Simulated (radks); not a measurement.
Valence configurations of Nb II (all share [Kr]). Calculated with a radial shooting solver on a logarithmic mesh with Libxc functionals: Dirac Kohn-Sham, PBE, spin-unpolarised, spherical densities, point nucleus; open shells fill j = l - 1/2 first. Energies are relative to 4d4; eigenvalues in eV.

\begin{tabular}{lrrrr}
valence & E (eV) & e(4d3/2) & e(5p1/2) & e(5s1/2) \\ \hline
4d4 & 0.000 & -9.331 & - & - \\
4d3.5 5s0.5 & 0.093 & -10.353 & - & -9.917 \\
4d3 5s1 & 0.444 & -11.454 & - & -10.476 \\
4d3.5 5p0.5 & 1.949 & -10.845 & -6.521 & - \\
4d2 5s2 & 2.022 & -13.849 & - & -11.639 \\
4d3 5p1 & 4.336 & -12.426 & -7.191 & - \\
4d2.5 5s0.5 5p1 & 5.138 & -13.588 & -7.584 & -11.679 \\
4d1 5s2 5p1 & 9.509 & -17.374 & -8.773 & -13.392 \\
4d2 5p2 & 10.553 & -15.718 & -8.477 & - \\
4d1 5s1 5p2 & 14.163 & -18.265 & -9.238 & -13.927 \\
\end{tabular}

NIST lists [Kr] 4d4 as the ground configuration; this level of theory agrees among the configurations tried. The energies are those of spherical spin-averaged densities, not of single terms.
